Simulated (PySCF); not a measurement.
**Ca⁺ (calcium, charge +1): UHF calculation**

Configuration: [Ar] 4s1, 2S determinant. All numbers are calculated (PySCF 2.14, the spin-free X2C one-electron Hamiltonian (Gaussian nucleus), in x2c-SVPall).

| Property | Result |
| --- | --- |
| Total energy | -679.330835 hartree |
| One-electron energy | -925.1437 hartree |
| Hartree (Coulomb) energy | 281.1393 hartree |
| Exchange energy | -35.3264 hartree |
| ⟨S²⟩ | 0.7502 |
| ⟨L²⟩ | 0.000 |
| Sum of ⟨r⟩ | 16.57 bohr |
| Sum of ⟨r²⟩ | 31.79 bohr² |
| Langevin diamagnetic susceptibility | -25.2 ×10⁻⁶ cm³/mol |
| Time after the integrals | 0.05 s of wall time on 1 thread of Neoverse-V1 (shared host) |

```json
{"shell": "1s α", "electrons": "1", "mean orbital energy (hartree)": "-150.36047", "rms radius, mean of both spins (bohr)": "0.0889"}
{"shell": "1s β", "electrons": "1", "mean orbital energy (hartree)": "-150.35790", "rms radius, mean of both spins (bohr)": "0.0889"}
{"shell": "2s α", "electrons": "1", "mean orbital energy (hartree)": "-17.22140", "rms radius, mean of both spins (bohr)": "0.393"}
{"shell": "2s β", "electrons": "1", "mean orbital energy (hartree)": "-17.21702", "rms radius, mean of both spins (bohr)": "0.393"}
{"shell": "2p α", "electrons": "3", "mean orbital energy (hartree)": "-13.89848", "rms radius, mean of both spins (bohr)": "0.362"}
{"shell": "2p β", "electrons": "3", "mean orbital energy (hartree)": "-13.89695", "rms radius, mean of both spins (bohr)": "0.362"}
{"shell": "3s α", "electrons": "1", "mean orbital energy (hartree)": "-2.51620", "rms radius, mean of both spins (bohr)": "1.24"}
{"shell": "3s β", "electrons": "1", "mean orbital energy (hartree)": "-2.50509", "rms radius, mean of both spins (bohr)": "1.24"}
{"shell": "3p α", "electrons": "3", "mean orbital energy (hartree)": "-1.59200", "rms radius, mean of both spins (bohr)": "1.38"}
{"shell": "3p β", "electrons": "3", "mean orbital energy (hartree)": "-1.58715", "rms radius, mean of both spins (bohr)": "1.38"}
{"shell": "4s α", "electrons": "1", "mean orbital energy (hartree)": "-0.41615", "rms radius, mean of both spins (bohr)": "4.03"}
```

Densities and radii are taken from the X2C orbitals without a picture-change correction, which distorts them close to the nucleus.
